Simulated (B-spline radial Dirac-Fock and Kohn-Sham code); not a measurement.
**Form factor and incoherent scattering function of Ho¹⁶⁺**

System: Ho¹⁶⁺, configuration [Kr] 4d10 4f5.

Calculated with a B-spline atomic structure program, using Dirac-Fock densities. f₀ is the Fourier transform of the spherical electron density, S the Waller-Hartree incoherent function, and s = sin θ/λ.

```
s (Å⁻¹)      f₀       S
      0  51.000   0.000
   0.05  50.829   0.138
    0.1  50.321   0.545
   0.15  49.494   1.199
    0.2  48.375   2.065
   0.25  46.999   3.103
    0.3  45.409   4.269
   0.35  43.651   5.519
    0.4  41.772   6.815
   0.45  39.818   8.126
    0.5  37.833   9.427
    0.6  33.925  11.941
    0.7  30.295  14.294
    0.8  27.096  16.484
    0.9  24.388  18.530
      1  22.164  20.452
    1.1  20.370  22.260
    1.2  18.930  23.955
    1.4  16.786  26.995
    1.6  15.180  29.562
    1.8  13.777  31.698
      2  12.441  33.483
    2.5   9.404  36.914
      3   7.189  39.439
    3.5   5.853  41.399
      4   5.081  42.964
      5   4.128  45.279
      6   3.314  46.839
```

f₀ starts at the number of electrons, 51, and has fallen to half at s ≈ 0.86 Å⁻¹. The sum of ⟨r²⟩ over the electrons is 9.317 bohr².
